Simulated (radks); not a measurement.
The numbers below are computed, except where a source is named.
Q: The mean radii <r> (bohr) of the occupied orbitals of an atom or ion are listed with their occupations. Level of theory: scalar-relativistic Kohn-Sham, SCAN, spin-unpolarised, spherical densities, finite nucleus; meta-GGA in the generalised Kohn-Sham scheme; Fermi nuclear charge, rms radius of each element as measured or else 0.836 A^(1/3) + 0.57 fm (a radial shooting solver on a logarithmic mesh with Libxc functionals).

| orbital | occ. | <r> |
|---|---|---|
| 1s | 2 | 0.04701 |
| 2s | 2 | 0.2097 |
| 2p | 6 | 0.1837 |
| 3s | 2 | 0.6174 |
| 3p | 6 | 0.6363 |
| 3d | 9 | 0.6817 |

Name the element and its charge.

A: Z = 32, germanium, charge +5: Ge5+ in [Ar] 3d9. The 1s radius gives Z: for a bare nucleus <r> = (2 gamma + 1)/(2Z) with gamma = sqrt(1 - (Z/c)^2), 0.04601 bohr for Z = 32, and screening makes it slightly larger (0.04701 here). The occupations add up to 27, and the charge is Z minus that.
